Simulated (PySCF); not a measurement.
# Mayer bond orders and bond lengths

Compound: H6O3Si3.
Atom-mapped SMILES: `[O:1]1[SiH2:2][O:3][SiH2:4][O:5][SiH2:6]1` (hydrogens: H7, H8 on Si2; H9, H10 on Si4; H11, H12 on Si6)

Cartesian coordinates in Å at the GFN2-xTB level; atoms count from 1:
```xyz
12
H6O3Si3 angstrom
O     -1.5172    0.0230    0.1598
Si    -0.8390   -1.4380    0.3806
O      0.7687   -1.3116    0.1757
Si     1.6979   -0.0270   -0.1846
O      0.7517    1.2846   -0.3475
Si    -0.8573    1.4636   -0.2022
H     -1.3381   -2.3003   -0.6783
H     -1.0653   -1.8040    1.7693
H      2.5587    0.2084    0.9631
H      2.2894   -0.2834   -1.4875
H     -1.0886    2.3369    0.9366
H     -1.3597    1.8472   -1.5110
```

Bond orders from the PBE0/pcSseg-1 density (PySCF). Geometry: GFN2-xTB; no solvent, vibrations or thermal averaging.

(1) How far do the computed orders between heavy atoms stray from the drawn ones?

(2) Give the Mayer order of every bond, beside its length.

(3) Sum the orders of all bonds at each heavy atom with more than one neighbour and set the sums beside the valence in the SMILES.

Results:

(1) The largest departure is 0.062, at O1–Si2 (drawn single, 0.938), O3–Si4 (drawn single, 0.938), O5–Si6 (drawn single, 0.938), Si2–O3 (drawn single, 0.939) and 2 more.

(2) 
```json
{"bond": "O1–Si2", "drawn as": "single", "length (Å)": "1.626", "Mayer order": "0.938"}
{"bond": "Si2–O3", "drawn as": "single", "length (Å)": "1.626", "Mayer order": "0.939"}
{"bond": "O3–Si4", "drawn as": "single", "length (Å)": "1.626", "Mayer order": "0.938"}
{"bond": "Si4–O5", "drawn as": "single", "length (Å)": "1.625", "Mayer order": "0.939"}
{"bond": "O5–Si6", "drawn as": "single", "length (Å)": "1.625", "Mayer order": "0.938"}
{"bond": "Si6–O1", "drawn as": "single", "length (Å)": "1.625", "Mayer order": "0.939"}
{"bond": "Si2–H7", "drawn as": "single", "length (Å)": "1.454", "Mayer order": "0.914"}
{"bond": "Si2–H8", "drawn as": "single", "length (Å)": "1.454", "Mayer order": "0.914"}
{"bond": "Si4–H9", "drawn as": "single", "length (Å)": "1.454", "Mayer order": "0.914"}
{"bond": "Si4–H10", "drawn as": "single", "length (Å)": "1.454", "Mayer order": "0.914"}
{"bond": "Si6–H11", "drawn as": "single", "length (Å)": "1.454", "Mayer order": "0.914"}
{"bond": "Si6–H12", "drawn as": "single", "length (Å)": "1.453", "Mayer order": "0.914"}
```

(3) O1 1.877 (drawn 2), Si2 3.705 (drawn 4), O3 1.877 (drawn 2), Si4 3.705 (drawn 4), O5 1.877 (drawn 2), Si6 3.705 (drawn 4). Orders between atoms that aren't bonded are not in these sums.

The Mayer order sums products of elements of PS (density times overlap matrix) between the two atoms' basis functions, so it depends on the basis set.
